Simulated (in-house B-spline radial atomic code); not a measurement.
# Response and correlation of Tl17+

Closed shell [Kr] 4d10 4f14 5s2 (5p1/2)2. Computed with an all-electron radial atomic-structure program (B-spline basis): Dirac-Hartree-Fock, relativistic RPA (time-dependent Dirac-Hartree-Fock) for the response and second-order many-body perturbation theory for correlation, no-pair Dirac-Coulomb Hamiltonian, finite nucleus.

The shells are closed in jj coupling only; the real ground state mixes other jj configurations.

Command:
```bash
python run_mb.py task.json out
```
Settings (nuclear radius in fm, box in bohr, cutoff in hartree; a minus after a letter marks j = l - 1/2):
```
basis_form          2
Z                   81
core_configuration  [Kr] 4d10 4f14 5s2 5p-2
rms_radius          5.4759
mass_number         205
speed_of_light      137.036
box_radius          4.457
lmax                7
intervals           58
virtual_cutoff      164025.0
```

Time taken, with all properties: 15 s on 1 thread of Arm Neoverse V1 (shared host).

```csv
"multipole (bohr³, bohr⁵, bohr⁷)",uncoupled,coupled RPA
dipole,0.44467,0.3987
quadrupole,0.30913,0.40308
octupole,0.17593,?
```

Problem. What is the coupled octupole polarisability?

Solution. 0.19698 atomic units, +12 % against the uncoupled value.

Problem. Which subshells carry the dipole polarisability?

Solution. 5s1/2 43.9 %, 5p1/2 38.0 %, 4f7/2 9.3 %.

Problem. What does the dipole shielding factor come to?

Solution. The dipole shielding factor is 0.790, against the exact N/Z = 64/81 = 0.790 of the non-relativistic theorem.

Dipole polarisability at imaginary frequency:

| u (Eh) | α(iu) (bohr³) |
| --- | --- |
| 0 | 0.3987 |
| 3.82 | 0.2258 |
| 11.5 | 0.0853 |
| 22.9 | 0.03867 |
| 38.2 | 0.01905 |
| 76.4 | 0.006394 |
| 153 | 0.001948 |
| 382 | 0.0003638 |

Problem. What dispersion coefficients follow for two such ions (the dispersion part alone)?

Solution. C6 = (3/π)∫α(iu)²du = 0.5896 hartree·bohr⁶ and C8 = 2.195 hartree·bohr⁸.

Lowest J = 1 odd-parity excitations:

| energy (eV) | oscillator strength | leading channel | weight |
| --- | --- | --- | --- |
| 75.045 | 0.778 | 5s1/2 → p3/2 | 0.959 |
| 101.07 | 2.42 | 5p1/2 → d3/2 | 0.97 |
| 159.65 | 0.0842 | 4f5/2 → d3/2 | 0.802 |
| 165.01 | 0.71 | 4f7/2 → d5/2 | 0.669 |
| 168.2 | 0.133 | 5p1/2 → s1/2 | 0.877 |
| 168.27 | 0.42 | 4f5/2 → d5/2 | 0.737 |
| 229.66 | 0.0523 | 5p1/2 → d3/2 | 0.679 |
| 234.59 | 0.0487 | 5s1/2 → p1/2 | 0.677 |

Second-order correlation energy by the highest angular momentum of the excited pair (hartree): s -0.03171, p -0.2868, d -0.7719, f -1.38, g -1.218, h -0.4369, i -0.2005, k -0.1005.

Problem. What is the second-order correlation energy at the partial-wave limit?

Solution. The listed waves sum to -4.4258 hartree; extrapolating the increments as (l + 1/2)⁻⁴ gives -4.6313 hartree, -1.97 eV per electron.
